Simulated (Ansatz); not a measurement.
Species: C$_{2}$H$_{10}$P$_{2}$Si (charge 0, singlet). 
Coordinates optimised at B3LYP-D3(BJ)/def2-TZVP (Ansatz, a quantum-chemistry and plane-wave program):
SMILES: C[Si](C)(P)P
```xyz
15

C     -0.8976     0.7815     1.7488
Si    -0.2188     0.3046     0.0640
C     -0.7337     1.5593    -1.2354
P     -0.9283    -1.8021    -0.3996
P      2.0495     0.3333     0.1900
H     -1.9898     0.7991     1.7340
H     -0.5834     0.0729     2.5169
H     -0.5474     1.7747     2.0378
H     -0.3362     1.2959    -2.2168
H     -0.3706     2.5568    -0.9767
H     -1.8221     1.6016    -1.3143
H     -0.4553    -1.7781    -1.7372
H     -2.2477    -1.4146    -0.7618
H      2.2439    -0.3189    -1.0556
H      2.1429    -0.8667     0.9414
```
Charge 0, spin multiplicity 1.

Wanted: atomisation energy (electronic, to ground-state atoms); the coupled-cluster value holds the core correlation from cc-pwCVTZ, in kcal/mol. Valence correlation only, unless marked. UHF or UKS for open shells. No spin-orbit coupling. No relativistic terms. CBS(X,Y): correlation extrapolated as X^-3; Hartree-Fock from the larger set.

Level to compare with: CCSD(T)/CBS(cc-pV(T+d)Z,cc-pV(Q+d)Z) plus the core term (Ansatz), 1204.9 kcal/mol. It is a level with limits of its own, and the differences hold the functionals' basis error too.

Problem. Rank these functionals by how close they come to CCSD(T)/CBS(cc-pV(T+d)Z,cc-pV(Q+d)Z), closest first: BHLYP/def2-TZVPD (Ansatz); BLYP/def2-TZVPD (Ansatz); PBE0/def2-TZVPD (Ansatz); CAM-B3LYP/def2-TZVPD (Ansatz).

Solution. CAM-B3LYP/def2-TZVPD (range-separated hybrid, 1197.1 kcal/mol, difference -7.8), PBE0/def2-TZVPD (global hybrid, 1193.1 kcal/mol, difference -11.8), BLYP/def2-TZVPD (GGA, 1175.9 kcal/mol, difference -29.0), BHLYP/def2-TZVPD (global hybrid, 1171.3 kcal/mol, difference -33.6)
